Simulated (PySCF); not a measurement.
Isomers of C9H13N, one conformer each; single-point electronic energies without zero-point terms and without any empirical dispersion term.

Computed with PySCF at PBE0/pcSseg-1, non-relativistic, each on one gas-phase PBE0-D3(BJ)/def2-SVP geometry that isn't relaxed in the solvent. The solvent is an IEF-PCM continuum (Bondi radii, 1.10 Å for H, scaled by 1.2). Only the electrostatic response of the medium enters.

```
          isomer  relative energy, gas (kJ/mol)  dipole (D)
`CCc1cccc(C)c1N`                            0.0        1.81
`CCN(C)c1ccccc1`                           62.2        2.15
```

**Question.** How do the relative energies look in benzene (ε = 2.271)?

**Answer.** 
| isomer | relative energy, solvent (kJ/mol) | E(solvent) − E(gas) (kJ/mol) | dipole in solvent (D) |
| --- | --- | --- | --- |
| `CCc1cccc(C)c1N` | 0.0 | -11.0 | 2.15 |
| `CCN(C)c1ccccc1` | 64.7 | -8.5 | 2.51 |

The order is unchanged. Conformers: `[CH3:1][CH2:2][c:3]1[cH:4][cH:5][cH:6][c:7]([CH3:8])[c:9]1[NH2:10]` with C1–C2–C3–C4 103°; `[CH3:1][CH2:2][N:3]([CH3:4])[c:5]1[cH:6][cH:7][cH:8][cH:9][cH:10]1` with C1–C2–N3–C4 86°, C2–N3–C5–C6 172°. `CCc1cccc(C)c1N` gains most from the continuum, while `CCN(C)c1ccccc1` has the largest gas-phase dipole. The gains span 2.5 kJ/mol, the gas-phase energies 62.2 kJ/mol.
